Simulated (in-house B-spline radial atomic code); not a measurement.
Configurations of neutral gold, with energies counted from [Xe] 4f14 5d10 6s1. Method: Dirac-Hartree-Fock, average of configuration, Fermi nucleus of rms radius 5.4371 fm. Calculated with a radial B-spline atomic code at the basis-set limit. Energies include first-order Breit, QED and recoil terms.

Occupations are held fixed; configurations that lie above the ionisation limit could autoionise.

```
                      configuration  E - E(ref) (eV)  highest orbital  its <r> (bohr)
                 [Xe] 4f14 5d10 7d1           6.8246            7d5/2           21.75
                 [Xe] 4f14 5d10 5g1           7.1108            5g9/2            27.5
                 [Xe] 4f14 5d10 7f1           7.2769            7f5/2           47.96
              [Xe] 4f14 5d9 6s1 7p1           8.6055            7p3/2           12.49
              [Xe] 4f14 5d9 6s1 8p1           9.3151            8p3/2           23.05
[Kr] 4d10 4f14 5s2 5p5 5d10 5f1 6s1           70.296            5f5/2           17.97
[Kr] 4d10 4f14 5s2 5p5 5d10 6s1 7f1           70.768            7f5/2           47.94
             [Xe] 4f13 5d10 6s1 6d1           88.867            6d5/2           10.75
             [Xe] 4f13 5d10 6s1 8d1           89.824            8d5/2           35.02
             [Xe] 4f13 5d10 6s1 6g1           89.984            6g9/2              44
```

Task: Order these further configurations by energy, lowest first.
A. [Xe] 4f13 5d10 6s1 9p1
B. [Xe] 4f14 5d10 6d1
C. [Xe] 4f14 5d9 6s1 9p1
D. [Kr] 4d10 4f14 5s2 5p5 5d10 6s1 6g1
E. [Xe] 4f14 5d9 6s1 7g1

Result: B (6.1799 eV), C (9.6324 eV), E (9.9067 eV), D (70.769 eV), A (89.809 eV).

Task: How far above the reference does [Xe] 4f14 5d10 8s1 lie?

Result: 6.5246 eV; its least bound orbital is 8s1/2 with <r> = 18.18 bohr.

Task: How far above the reference does [Xe] 4f14 5d10 8p1 lie?

Result: 6.8233 eV; its least bound orbital is 8p3/2 with <r> = 24.01 bohr.

Task: How far above the reference does [Xe] 4f14 5d10 8d1 lie?

Result: 7.122 eV; its least bound orbital is 8d5/2 with <r> = 35.46 bohr.
